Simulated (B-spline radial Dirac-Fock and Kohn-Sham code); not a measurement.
Two-hole binding energies of Tc⁵⁺

System: Tc⁵⁺, configuration [Kr] 4d2, inside a Watson sphere of charge -5 and radius 2.7 Å (a model of the Madelung potential; inside it an electron's potential energy is raised by 26.7 eV).

The computed values come from a radial finite-basis atomic code: relaxed Dirac-Fock hole states (ΔSCF) with Breit and QED corrections and a finite nucleus. U is the two-hole binding energy less the two single-hole energies, the effective repulsion of the holes after relaxation. Each two-hole energy is an average over J within one jj subconfiguration.

```
          holes  E(a) (eV)  E(b) (eV)  E(ab) (eV)  U (eV)
   1s⁻¹ 2p1/2⁻¹    21100.4     2851.9     24141.4   189.1
   1s⁻¹ 2p3/2⁻¹    21100.4     2735.5     24013.9   178.0
   1s⁻¹ 3d3/2⁻¹    21100.4      312.4     21465.0    52.2
   1s⁻¹ 3d5/2⁻¹    21100.4      308.7     21460.8    51.6
           2s⁻²     3106.0     3106.0           ?       ?
        2p1/2⁻²     2851.9     2851.9      5842.2   138.4
2p1/2⁻¹ 2p3/2⁻¹     2851.9     2735.5      5713.2   125.9
   2s⁻¹ 3d3/2⁻¹     3106.0      312.4      3471.4    53.1
   2s⁻¹ 3d5/2⁻¹     3106.0      308.7      3467.3    52.7
2p1/2⁻¹ 3d3/2⁻¹     2851.9      312.4      3216.0    51.7
2p1/2⁻¹ 3d5/2⁻¹     2851.9      308.7      3214.2    53.6
2p3/2⁻¹ 3d3/2⁻¹     2735.5      312.4      3101.7    53.9
        3p1/2⁻²      505.4      505.4      1054.9    44.0
        3d3/2⁻²      312.4      312.4       668.1    43.4
```

Question: Give the missing two-hole energy and U.

Answer: E(ab) = 6325.3 eV and U = 113.4 eV.
